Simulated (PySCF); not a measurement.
3-silyloxypropanenitrile (C3H7NOSi), SMILES O(CCC#N)[SiH3].

Coordinates come from a r2SCAN-D4/def2-SVP optimisation. One conformer was computed; it need not be the lowest.

The numbers are results of PBE/def2-TZVP run with PySCF, not measurements.

Isolated molecule, no solvent.

Computed frontier levels, gap, dipole moment and polarisability:
| Property | Value |
|---|---|
| highest occupied level | -7.15 eV |
| lowest empty level | -1.03 eV |
| orbital gap | 6.12 eV |
| dipole moment | 3.47 D |
| quadrupole, principal values (traceless, Buckingham form, about the centre of nuclear charge) | -18.90, 8.76, 10.14 D·Å |
| mean static polarisability | 71.4 bohr³ (10.59 Å³) |
| polarisability, principal values | 58.2, 61.5, 94.6 bohr³ |
